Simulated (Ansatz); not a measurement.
Stretching the Si1–H2 bond in H2OSi (SMILES O[SiH]) (multiplicity 1 held, fragments rigid). Energies count from the point at 1.545 Å.
Geometry at that point (charge 0, multiplicity 1):
```xyz
4

Si    -0.378    -0.335     0.394
H     -1.537    -0.168    -0.614
O      0.783     0.496    -0.450
H      0.564     0.885    -1.304
```

Restricted levels (R-, RO-) in cc, def2 and unpolarised 6-31G sets keep to the state of the molecule at rest. U- levels take the lowest unrestricted solution at each point, which mixes spins at long bonds. Active spaces are followed from a long bond inwards. Levels need not reach the same state.

Correlated levels freeze the cores.

The values were computed with Ansatz (a quantum-chemistry and plane-wave program). Each number belongs to the level named beside it.

Energies in eV.

```
R (Å)  U-HF/cc-pV(T+d)Z  R-wB97X-V/cc-pV(T+d)Z  CASSCF(2,2)/cc-pV(T+d)Z  FIC-MRCISD on CASSCF(2,2)/cc-pV(T+d)Z  FIC-MRCISD+Q on CASSCF(2,2)/cc-pV(T+d)Z
-----  ----------------  ---------------------  -----------------------  -------------------------------------  ---------------------------------------
1.236              0.98                   1.04                     1.11                                   1.03                                     1.02
1.391              0.16                   0.20                     0.23                                   0.19                                     0.19
1.545              0.00                   0.00                     0.00                                   0.00                                     0.00
1.700              0.18                   0.14                     0.10                                   0.14                                     0.14
1.855              0.52                   0.44                     0.36                                   0.43                                     0.44
2.086              1.15                   1.03                     0.86                                   0.97                                     0.98
2.318              1.74                   1.64                     1.36                                   1.52                                     1.53
2.705              2.22                   2.59                     2.06                                   2.27                                     2.30
3.091              2.40                   3.39                     2.53                                   2.79                                     2.82
3.555              2.47                   4.17                     2.83                                   3.12                                     3.15
4.173              2.50                   4.95                     2.97                                   3.26                                     3.30
4.946              2.50                   5.63                     3.00                                   3.30                                     3.34
```

Doubts at one or more of the structures used: a spin-contaminated determinant (U-HF/cc-pV(T+d)Z); a restricted determinant that unrestricted orbitals would lower (R-wB97X-V/cc-pV(T+d)Z).
